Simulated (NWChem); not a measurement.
# MgNH₃; SMILES [NH2][MgH]

Computed with NWChem. Pople sets run with spherical d functions. Coordinates come from a PBE0-D3(BJ)/def2-TZVP optimisation. B3LYP is NWChem's, with the RPA form of VWN correlation. Vertical excitations in the gas phase; the lowest state need not have the same character in each row.

**Question.** Order these by “lowest excitation, singlet (eV)”, lowest first: LRC-wPBEh/6-31+G*, TDA; Hartree-Fock/6-31+G*, CIS; PBE/6-31+G*, TDA; B3LYP/6-31+G*, TDA.

**Answer.** PBE/6-31+G*, TDA (3.78), B3LYP/6-31+G*, TDA (4.14), LRC-wPBEh/6-31+G*, TDA (4.46), Hartree-Fock/6-31+G*, CIS (5.36)
